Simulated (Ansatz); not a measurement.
All numbers were calculated with Ansatz.

A structure relaxed at PBE0-D4/def2-TZVP, charge 0, multiplicity 1:

Cartesian coordinates in Å:
```
O 1.1251 -1.2517 0.7332
Si -0.0633 -0.1389 0.5757
S -1.3759 -0.8648 -0.9443
S 0.5669 1.8419 0.0983
H 1.6615 -1.4541 -0.0354
H -0.6751 -0.0356 1.9140
H -1.9746 0.3225 -1.1320
H 0.7353 1.5807 -1.2094
```

(1) Give its formula and SMILES.

(2) Summarise the bond lengths by kind.

## Answers

(1) H4OS2Si, `O[SiH](S)S`.

(2) 1 × O–Si 1.636 Å; 1 × H–O 0.959 Å; 2 × S–Si 2.133 to 2.136 Å; 1 × H–Si 1.475 Å; 2 × H–S 1.343 to 1.344 Å.
